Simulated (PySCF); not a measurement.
Vertical excitations of a molecule C₂H₆N₂OSi from PySCF with TDA-CAM-B3LYP/def2-SVPD, as energy in eV (oscillator strength): 6.30 (0.018), 7.12 (0.002), 7.22 (0.015), 7.31 (0.012), 7.49 (0.027), 7.58 (0.007), 7.59 (0.027), 7.77 (0.004), 7.85 (0.003), 7.93 (0.013). Lowest triplet (TDA): 5.97 eV. Geometry optimised at B3LYP-D3(BJ)/def2-SVP. The values are those of a single conformer.

Problem. Which molecule gave these data?
A) CN[Si@@H]1N=CO1
B) CN[SiH2]N=C=O
C) N[Si@@H]1CN=CO1
D) C#C[Si](N)(N)O

Solution. B, CN[SiH2]N=C=O
